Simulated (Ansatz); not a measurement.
Ansatz (a quantum-chemistry and plane-wave program) input (CCSD(T)/def2-SVPD):

Ansatz 0.2 input:
```yaml
crystal:
  periodic: [false, false, false]
  atoms:
    - {symbol: Si, position_ang: [0.01245252, -0.02118651, 0.61576979]}
    - {symbol: Br, position_ang: [2.07071409, -0.28406695, -0.15372974]}
    - {symbol: Br, position_ang: [-0.78805809, 1.94184820, -0.01933163]}
    - {symbol: Br, position_ang: [-1.28883918, -1.64726129, -0.13269334]}
    - {symbol: H, position_ang: [0.04207609, -0.07158755, 2.08063779]}
basis:
  gaussian:
    orbitals: def2-SVPD
magnetization: {spin_polarized: false}
correlation: {method: ccsd_t, electrons: outside_noble_gas}
output: {forces: true}
```

End of the output:

```
cycle   5  -13.85633578 eV  change    1.1e-3 eV  update   7.9e-4
cycle   6  -13.85620508 eV  change    1.3e-4 eV  update   2.4e-4
cycle   7  -13.85621316 eV  change   -8.1e-6 eV  update   8.0e-5
cycle   8  -13.85623249 eV  change   -1.9e-5 eV  update   2.3e-5
cycle   9  -13.85623289 eV  change   -4.0e-7 eV  update   7.5e-6
perturbative correction -0.44781023 eV, -0.0164567224 hartree
the calculation of the forces begins
1.04 GiB of device memory are held for the factors and their scratch space
Total energy: -217865.39899147 eV, -8006.4057384651 hartree
Atom 0 at     0.012453    -0.021187     0.615770 Å, force     0.001870    -0.003182     0.092475 eV/Å
Atom 1 at     2.070714    -0.284067    -0.153730 Å, force     0.253978    -0.032837    -0.082333 eV/Å
Atom 2 at    -0.788058     1.941848    -0.019332 Å, force    -0.098427     0.241555    -0.065766 eV/Å
Atom 3 at    -1.288839    -1.647261    -0.132693 Å, force    -0.160159    -0.200879    -0.079740 eV/Å
Atom 4 at     0.042076    -0.071588     2.080638 Å, force     0.002737    -0.004657     0.135364 eV/Å
Dipole moment:     0.002839    -0.004829     0.140365 e Å
```
